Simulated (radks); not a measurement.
Species: Sm+. Configuration: [Xe] 4f6 6s1.

Calculated with a radial shooting solver on a logarithmic mesh with Libxc functionals: Dirac Kohn-Sham, LDA (Slater exchange, Perdew-Wang correlation), spin-unpolarised, spherical densities, point nucleus; open shells are shared between the two j in proportion to 2j + 1; speed of light set to 274.072 atomic units (2 times the physical value, a model run).

Energy parts (hartree):
total: -10122.4630
kinetic: 10305.4692
electron-nucleus: -24176.8392
Hartree: 3970.9980
exchange-correlation: -222.0910

Orbitals (lengths in bohr, moments of r in powers of bohr; r(90%) holds 90 % of the orbital's charge):
orbital     occ.  eigenvalue (hartree)      <r^4>  r(90%)  small-component weight
1s1/2          2             -1639.215  1.546e-06  0.0430                1.27e-02
2s1/2          2             -261.2223  0.0002594   0.158                2.75e-03
2p1/2          2             -248.0730  0.0001647   0.141                2.76e-03
2p3/2          4             -243.0697  0.0001747   0.143                2.72e-03
3s1/2          2             -57.21118   0.009943   0.391                8.62e-04
3p1/2          2             -51.42921   0.009139   0.384                8.49e-04
3p3/2          4             -50.42418   0.009552   0.388                8.37e-04
3d3/2          4             -39.79151   0.007012   0.360                8.09e-04
3d5/2          6             -39.54893   0.007116   0.361                8.05e-04
4s1/2          2             -11.36174     0.2486   0.869                2.70e-04
4p1/2          2              -9.13941     0.2874   0.903                2.52e-04
4p3/2          4              -8.91922     0.3006   0.913                2.48e-04
4d3/2          4              -5.03985     0.4419    1.01                2.09e-04
4d5/2          6              -4.99595     0.4488    1.01                2.07e-04
4f5/2    2.57143              -0.41157      4.751    1.66                1.15e-04
4f7/2    3.42857              -0.40615      4.864    1.67                1.15e-04
5s1/2          2              -1.67115      9.002    2.13                5.55e-05
5p1/2          2              -1.08188      15.82    2.46                4.32e-05
5p3/2          4              -1.05282      16.73    2.49                4.21e-05
6s1/2          1              -0.30440      487.4    5.81                7.80e-06

The highest occupied level is 6s1/2 at -8.283 eV. The density falls to 0.001 e/bohr^3 at r = 4.57 bohr.
